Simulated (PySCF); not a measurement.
# Fractional electron number in In (indium, neutral)

The 5p alpha orbital of [Kr] 4d10 5s2 5p1 is emptied in steps (occupation f), with all orbitals relaxed, ending at [Kr] 4d10 5s2. Computed with PySCF 2.14 in def2-TZVP with the def2 core potential (28 electrons), with scalar relativity through the core potential. The exact energy is a straight line in f; departures are measured from the line between the end points of the same method.

```csv
f,UHF (eV),LDA (eV),PBE (eV),PBE0 (eV),r2SCAN (eV),LC-wPBE (eV),BHandHLYP (eV),wB97X (eV),r2SCAN0 (eV),BLYP (eV)
1,0.000,0.000,0.000,0.000,0.000,0.000,0.000,0.000,0.000,0.000
0.9,0.023,-0.260,-0.251,-0.183,-0.240,0.005,-0.125,-0.019,-0.177,-0.260
0.7,0.052,-0.613,-0.591,-0.428,-0.559,0.015,-0.294,-0.048,-0.411,-0.613
0.5,0.061,-0.736,-0.707,-0.509,-0.660,0.022,-0.350,-0.060,-0.482,-0.737
0.3,0.050,-0.622,-0.596,-0.427,-0.544,0.022,-0.295,-0.054,-0.395,-0.624
0.1,0.021,-0.267,-0.256,-0.182,-0.223,0.012,-0.127,-0.024,-0.161,-0.269
0,0.000,0.000,0.000,0.000,0.000,0.000,0.000,0.000,0.000,0.000
```

| method | E(f=0) − E(f=1) (eV) | −ε at f=1 (eV) | −ε at f=0.5 (eV) |
| --- | --- | --- | --- |
| UHF | 5.219 | 5.471 | 5.214 |
| LDA | 5.709 | 2.842 | 5.681 |
| PBE | 5.583 | 2.807 | 5.565 |
| PBE0 | 5.616 | 3.582 | 5.620 |
| r2SCAN | 5.706 | 3.042 | 5.747 |
| LC-wPBE | 5.712 | 5.765 | 5.733 |
| BHandHLYP | 5.545 | 4.154 | 5.540 |
| wB97X | 5.505 | 5.294 | 5.488 |
| r2SCAN0 | 5.725 | 3.752 | 5.767 |
| BLYP | 5.481 | 2.613 | 5.448 |

Orbital energy along the path (eV):

```csv
f,UHF,LDA,PBE,PBE0,r2SCAN,LC-wPBE,BHandHLYP,wB97X,r2SCAN0,BLYP
1,-5.471,-2.842,-2.807,-3.582,-3.042,-5.765,-4.154,-5.294,-3.752,-2.613
0.9,-5.417,-3.385,-3.340,-3.985,-3.572,-5.764,-4.428,-5.327,-4.154,-3.156
0.7,-5.313,-4.511,-4.437,-4.800,-4.654,-5.755,-4.982,-5.401,-4.963,-4.280
0.5,-5.214,-5.681,-5.565,-5.620,-5.747,-5.733,-5.540,-5.488,-5.767,-5.448
0.3,-5.119,-6.880,-6.711,-6.437,-6.816,-5.690,-6.103,-5.592,-6.544,-6.648
0.1,-5.029,-8.085,-7.859,-7.239,-7.767,-5.618,-6.670,-5.715,-7.219,-7.865
0,-4.986,-8.678,-8.425,-7.627,-8.064,-5.573,-6.960,-5.773,-7.401,-8.474
```

Reference removal energy between the ground levels: 5.786 eV (measured; NIST Atomic Spectra Database, ionization energies). The calculation has no spin-orbit coupling. UHF lacks correlation.
